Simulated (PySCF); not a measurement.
C₃H₇NOSi. Atoms are numbered in the order given.

```xyz
13

C      1.9813     1.8268    -0.0311
C      1.7468     0.6386     0.0250
C      1.4020    -0.7892     0.0957
N      0.0923    -1.0662     0.6483
Si    -1.3523    -0.6411    -0.2193
O     -1.7252     0.9827    -0.2138
H      2.2098     2.8760    -0.0742
H      1.4568    -1.2076    -0.9249
H      2.1825    -1.3173     0.6699
H      0.0660    -0.9552     1.6579
H     -2.5074    -1.3080     0.4316
H     -1.1092    -1.1313    -1.6097
H     -0.9919     1.5638    -0.4450
```

Coordinates come from a PBE0-D3(BJ)/def2-SVP optimisation. This is a generated structure with no PubChem entry under its InChIKey; it may be hypothetical. Other conformers were not sampled.

All values below come from CAM-B3LYP/def2-TZVP in PySCF.

```json
{
  "total_energy": "-537.99512 hartree",
  "highest_occupied_level": "-8.84 eV",
  "lowest_empty_level": "1.33 eV",
  "orbital_gap": "10.17 eV",
  "dipole_moment": "1.98 D",
  "quadrupole, principal values (traceless, Buckingham form, about the centre of nuclear charge)": "-7.20, 0.90, 6.30 D·Å",
  "mean_static_polarisability": "66.9 bohr³ (9.91 Å³)",
  "polarisability_principal_values": "54.2, 64.1, 82.3 bohr³"
}
```
